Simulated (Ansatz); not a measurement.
C2H6O3SSi, SMILES `C=CS[Si](O)(O)O`. Charge 0, multiplicity 1. The geometry is a stationary point of PBE0-D4/def2-TZVP. It is one conformer, not always the lowest.

```xyz
13

C     0.531    1.917   -0.448
C     1.515    1.049   -0.232
S     1.453   -0.494    0.613
Si   -0.590   -1.070    0.310
O    -1.620   -0.160    1.183
O    -0.709   -2.613    0.806
O    -0.996   -0.945   -1.258
H    -0.476    1.772   -0.071
H     0.732    2.829   -0.997
H     2.516    1.265   -0.592
H    -1.448   -0.087    2.123
H    -0.253   -3.282    0.292
H    -0.656   -0.180   -1.729
```

(1) What is the dipole moment at r2SCAN/def2-TZVPP? (Estimate.)

(2) And with PBE, B3LYP, ωB97M-V? (Best estimate.)

(3) Give the Mulliken charges with r2SCAN, ωB97M-V, PBE in def2-TZVPP. (An estimate is asked.)

Results:

(1) Ansatz gave: 1.43 D, with components (1.13, 0.80, -0.37) D in this frame, pointing from negative to positive charge.

(2) The calculation gave: PBE 1.35 D, B3LYP 1.54 D, ωB97M-V 1.57 D.

(3) The calculation gave: 
| atom | r2SCAN | ωB97M-V | PBE |
| --- | --- | --- | --- |
| C1 | -0.29 | -0.31 | -0.29 |
| C2 | 0.01 | -0.06 | -0.03 |
| S3 | -0.22 | -0.17 | -0.20 |
| Si4 | 0.76 | 0.69 | 0.60 |
| O5 | -0.39 | -0.35 | -0.32 |
| O6 | -0.40 | -0.36 | -0.34 |
| O7 | -0.39 | -0.36 | -0.33 |
| H8 | 0.11 | 0.14 | 0.12 |
| H9 | 0.09 | 0.11 | 0.10 |
| H10 | 0.09 | 0.11 | 0.10 |
| H11 | 0.21 | 0.18 | 0.19 |
| H12 | 0.21 | 0.19 | 0.20 |
| H13 | 0.21 | 0.19 | 0.20 |

B3LYP here is the variant with VWN-RPA as its local correlation; programs differ in this.
